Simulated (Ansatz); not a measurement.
A nudged elastic band was laid between two geometries of C$_{2}$H$_{5}$ISi (9 atoms, charge 0, multiplicity 1).

These are results of Ansatz 0.2.0, RKS PBE0-D4/def2-SVP, not measurements.

```yaml
movable_images: 9
climbing_image: yes
spring: 5.0 eV/Å²
optimiser: quadratic models (default)
start_path: IDPP
force_threshold: 0.05 eV/Å
iteration_limit: 60
end_points: relaxed
```

Image 0:

```xyz
9
Properties=species:S:1:pos:R:3
Si -0.972 0.617 -0.785
C 0.005 -0.629 0.216
C 1.174 -0.308 0.773
I 2.346 -1.624 1.911
H -0.220 1.907 -0.814
H -1.171 0.121 -2.181
H -2.319 0.835 -0.174
H -0.392 -1.643 0.347
H 1.638 0.679 0.690
```

Image 10:

```xyz
9
Properties=species:S:1:pos:R:3
Si -0.899 0.984 -0.404
C 0.080 -0.254 0.607
C 1.036 -1.001 0.052
I 2.188 -2.414 1.089
H -0.726 2.361 0.150
H -0.409 0.946 -1.814
H -2.355 0.648 -0.369
H -0.139 -0.367 1.676
H 1.313 -0.949 -1.005
```

(1) Which bonds break or form, and what moves?

(2) Give the energies along the band, and the barrier.

(3) What is the geometry of the highest image?

(4) What are the harmonic wavenumbers there?

Results:

(1) No bond is made or broken. The dihedral H6–Si1–C2–C3 goes from 120 to 0°. The two ends are copies of one structure, up to a mirror image or an exchange of like atoms.

(2) The forces met the threshold. The highest image is number 5 of 0 to 10, 0.061 eV above the ends, which have the same energy within 2 meV. A vibrational analysis at the climbing image gives one clearly imaginary mode, 141i cm⁻¹: a first-order saddle point.

```tsv
image	path coordinate (Å)	energy (eV)	dihedral H6–Si1–C2–C3 (°)
0	0.00	0.000	120
1	0.36	0.006	108
2	0.71	0.021	96
3	1.07	0.040	84
4	1.43	0.055	72
5	1.78	0.061	60
6	2.14	0.055	48
7	2.49	0.040	36
8	2.85	0.021	24
9	3.21	0.006	12
10	3.56	0.000	0
```

(3) 
```xyz
9
Properties=species:S:1:pos:R:3
Si -1.003 0.783 -0.579
C -0.055 -0.472 0.453
C 1.267 -0.611 0.361
I 2.392 -1.986 1.477
H -0.529 2.171 -0.293
H -0.820 0.517 -2.038
H -2.454 0.683 -0.243
H -0.612 -1.109 1.150
H 1.903 -0.021 -0.306
```

(4) 141i, 140, 155, 231, 580, 624, 673, 768, 780, 924, 938, 947, 983, 1161, 1272, 1647, 2233, 2233, 2251, 3182, 3209 cm⁻¹.

Run time: 2.4 min on 2 threads of Arm Neoverse V1, with other jobs on the host, peak memory 0.22 GiB.
